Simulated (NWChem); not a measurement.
Everything below was run with NWChem. System: formamidinium (CH5N2 (+1)), charge 1, spin multiplicity 1, at a geometry optimised with PBE0/def2-SVP. Level: RI-MP2/cc-pVTZ, 3 core orbitals frozen.

Job file:

```
start mol
memory heap 200 mb stack 900 mb global 1100 mb
charge 1
geometry units angstroms nocenter noautoz
  N     -1.164244     0.000000    -0.173831
  C      0.000000     0.000000     0.421604
  N      1.164244     0.000000    -0.173831
  H     -1.272477     0.000000    -1.185512
  H     -2.016683     0.000000     0.378790
  H      0.000000     0.000000     1.517460
  H      1.272477     0.000000    -1.185512
  H      2.016683     0.000000     0.378790
  symmetry group C2v
end
basis spherical
  * library cc-pvtz
end
basis "ri-mp2 basis" spherical
  * library cc-pvtz-ri
end
scf
  rhf
  nopen 0
  maxiter 100
  thresh 1e-7
  semidirect memsize 60000000 filesize 0
end
mp2
  freeze core 3
end
task rimp2 energy
```

NWChem printed:

```
             Northwest Computational Chemistry Package (NWChem) 7.3.0
             --------------------------------------------------------

                                NWChem Input Module
                                -------------------

 Scaling coordinates for geometry "geometry" by  1.889725989
 (inverse scale =  0.529177249)

 Turning off AUTOSYM since
 SYMMETRY directive was detected!

                             Geometry "geometry" -> ""
                             -------------------------

 Output coordinates in angstroms (scale by  1.889725989 to convert to a.u.)

  No.       Tag          Charge          X              Y              Z
 ---- ---------------- ---------- -------------- -------------- --------------
    1 N                    7.0000    -1.16424400     0.00000000    -0.17383100
    2 C                    6.0000     0.00000000     0.00000000     0.42160400
    3 N                    7.0000     1.16424400     0.00000000    -0.17383100
    4 H                    1.0000    -1.27247700     0.00000000    -1.18551200
    5 H                    1.0000    -2.01668300     0.00000000     0.37879000
    6 H                    1.0000     0.00000000     0.00000000     1.51746000
    7 H                    1.0000     1.27247700     0.00000000    -1.18551200
    8 H                    1.0000     2.01668300     0.00000000     0.37879000

 Effective nuclear repulsion energy (a.u.)      79.6080644585

            Nuclear Dipole moment (a.u.)
            ----------------------------
        X                 Y               Z
 ---------------- ---------------- ----------------
     0.0000000000     0.0000000000     0.0000113384

      Symmetry information
      --------------------

 Group name             C2v
 Group number             16
 Group order               4
 No. of unique centers     5

      Symmetry unique atoms

     1    2    4    5    6


 Summary of "ao basis" -> "" (spherical)
 ------------------------------------------------------------------------------
       Tag                 Description            Shells   Functions and Types
 ---------------- ------------------------------  ------  ---------------------
[...]
 ------------------------------------------------------------------------------
       Tag                 Description            Shells   Functions and Types
 ---------------- ------------------------------  ------  ---------------------
 N                         cc-pvtz-ri               23       81   8s6p5d3f1g
 C                         cc-pvtz-ri               23       81   8s6p5d3f1g
 H                         cc-pvtz-ri               10       30   4s3p2d1f

 SCF Reference Information:
            File: './mol.movecs'
           Title: ''
    Size (AOxMO):    160 x    160
       Total Occ:              24.00
 RI-MP2 Calculation Information:
          Nr. of AO basis functions:        160
     Nr. of fitting basis functions:        393
               Nr. of MO spin cases:          1
        Nr. of MOs to be correlated:        157
     Nr. of occupied MOs correlated:          9
      Nr. of virtual MOs correlated:        148

          RI integral approximation: 'V'
    Threshold for Schwarz screening:  1.000E-09
 Smallest eigenvalue retained in fit  1.000E-08
    Type of storage for MO integrals 'EAF library'

 Transformation block size    9, requiring     1 integral passes.
 XForm_3cInts: Completed     1:    9 pass.
 Energy evaluation using block sizes     9    9
 RIMP2_V_E2: Approx. ints. done (    1:    9,    1:    9)
 RIMP2_V_E2: Copy to B done (    1:    9,    1:    9)
 RIMP2_V_E2: Denominators done (    1:    9,    1:    9)
 RIMP2_V_E2: Completed block (    1:    9,    1:    9)

          -------------------------------------------
          SCF energy                -149.528661302968
          Correlation energy          -0.568256287543
          Total MP2 energy          -150.096917590512
          -------------------------------------------

 -----------------------
 Performance information
 -----------------------

 Timer overhead =  2.38D-07 seconds/call

               Nr. of calls         CPU time (s)                 Wall time (s)                GFlops
             ---------------    -------------------     ------------------------------   -------------------
Name         Min   Avg   Max    Min     Avg     Max     Min     Avg     Max   Mx/calls   Min     Max     Sum
Overall       1     1     1    14.     14.     14.      14.     14.     14.     14.      0.0     0.0     0.0
3c integr     1     1     1    2.3     2.3     2.3      2.3     2.3     2.3     2.3      0.0     0.0     0.0
Energy        1     1     1   0.27    0.27    0.27     0.27    0.27    0.27    0.27      0.0     0.0     0.0
3c integr     1     1     1    2.2     2.2     2.2      2.2     2.2     2.2     2.2      0.0     0.0     0.0
First 2/3     3     3     3   2.90E-2 2.90E-2 2.90E-2  2.90E-2 2.90E-2 2.90E-2 9.67E-3   0.0     0.0     0.0
Final 1/3     1     1     1   1.58E-2 1.58E-2 1.58E-2  1.58E-2 1.58E-2 1.58E-2 1.58E-2   0.0     0.0     0.0
Write 3c      1     1     1   2.30E-3 2.30E-3 2.30E-3  2.30E-3 2.30E-3 2.30E-3 2.30E-3   0.0     0.0     0.0
Read 3c i     1     1     1   1.06E-3 1.06E-3 1.06E-3  1.06E-3 1.06E-3 1.06E-3 1.06E-3   0.0     0.0     0.0
Fitting b     1     1     1   0.23    0.23    0.23     0.23    0.23    0.23    0.23      0.0     0.0     0.0
Schwarz i     1     1     1   6.55E-2 6.55E-2 6.55E-2  6.55E-2 6.55E-2 6.55E-2 6.55E-2   0.0     0.0     0.0
Form 4ci      1     1     1   5.41E-2 5.41E-2 5.41E-2  5.41E-2 5.41E-2 5.41E-2 5.41E-2   0.0     0.0     0.0
Form A &      1     1     1   0.20    0.20    0.20     0.20    0.20    0.20    0.20      0.0     0.0     0.0
Denominat     1     1     1   1.81E-3 1.81E-3 1.81E-3  1.81E-3 1.81E-3 1.81E-3 1.81E-3   0.0     0.0     0.0
Pair Ener     1     1     1   8.60E-3 8.60E-3 8.60E-3  8.61E-3 8.61E-3 8.61E-3 8.61E-3   0.0     0.0     0.0

 The average no. of pstat calls per process was 1.60D+01
 with a timing overhead of 3.81D-06s

 Task  times  cpu:       14.2s     wall:       14.2s

 Total times  cpu:       14.2s     wall:       14.2s
```
